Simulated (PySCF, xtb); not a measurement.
CH2N, SMILES C=[N], multiplicity 2.

Geometry optimised at PBE0-D3(BJ)/def2-TZVPD. The isomer is the one that the SMILES or the coordinates give; other isomers of the formula were not compared.

The numbers are results of IEF-PCM-PBE0/def2-TZVPD (PySCF), not measurements.

The values are the electrostatic part of the solvation free energy, E(continuum) − E(gas) at the gas-phase geometry, in a cavity of scaled van der Waals radii (PySCF's table); cavitation and dispersion terms are not included. The dipole moment in vacuum is 2.49 D.

Estimate the values in water (ε = 78.36), dichloromethane (ε = 8.93), benzene (ε = 2.27). (An estimate is asked for; the answer gives what the named calculation found.)


```tsv
solvent	ε	ΔG(elec) (kcal/mol)	dipole (D)
water	78.36	-4.4	3.28
dichloromethane	8.93	-3.7	3.15
benzene	2.27	-1.9	2.83
```

For comparison, GFN2-xTB/ALPB(water) (xtb, at the GFN2-xTB geometry, all terms of that model) gives -5.5 kcal/mol.
